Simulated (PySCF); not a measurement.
Identify the unknown among the candidates.

All candidates are C4H5NO2.

- Polarisability: 59.2 au [CAM-B3LYP/def2-SVPD]
- Dipole: 3.05 D [CAM-B3LYP/def2-SVPD]
- Triplet: lowest triplet excitation (Tamm–Dancoff): 3.99 eV [TDA CAM-B3LYP/def2-SVPD]
- UV, first state: lowest singlet excitation: 5.88 eV (211 nm, f = 0.198) [TDDFT CAM-B3LYP/def2-SVPD]
- Rotational structure: rotational constants A, B, C: 8.006, 2.189, 1.738 GHz [GFN2-xTB]

Electronic properties: PySCF, gas phase, density fitting. Levels stand in brackets. Geometry: GFN2-xTB, one conformer, isolated molecule.

Problem. Which candidate is it?
A. `O=C1CCC(=O)N1`
B. `C=N/C=C\C(=O)O`
C. `COc1cnco1`

Solution. C. It is `COc1cnco1`. Numbering: `[CH3:1][O:2][c:3]1[cH:4][n:5][cH:6][o:7]1`. Its formula, C4H5NO2, gives 3 degrees of unsaturation: 1 ring and 2 π bonds in the structure found (Kekulé form). The optimised geometry has point group Cs and is an asymmetric top.

The others, at the same levels:
- `O=C1CCC(=O)N1` fails: its computed lowest singlet excitation is 5.25 eV (236 nm, f = 0.001) (against 5.88 eV), lowest triplet excitation (Tamm–Dancoff) is 4.78 eV (against 3.99 eV) and rotational constant A is 5.969 GHz (against 8.006 GHz).
- `C=N/C=C\C(=O)O` fails: its computed lowest singlet excitation is 4.26 eV (291 nm, f = 0.053) (against 5.88 eV), lowest triplet excitation (Tamm–Dancoff) is 3.17 eV (against 3.99 eV) and static isotropic polarisability is 66.8 au (against 59.2 au).

Each candidate is one conformer, not necessarily the lowest. Dipoles, sizes and rotational constants follow the conformer. The torsions of the flexible species, by atom-mapped SMILES:
- `[CH3:1][O:2][c:3]1[cH:4][n:5][cH:6][o:7]1`: C1–O2–C3–C4 180°
- `[CH2:1]=[N:2]/[CH:3]=[CH:4]\[C:5](=[O:6])[OH:7]`: C1–N2–C3–C4 -74°, C3–C4–C5–O6 4°, H–O7–C5–C4 -179°

The conformers of `O=C1CCC(=O)N1` aren't listed.
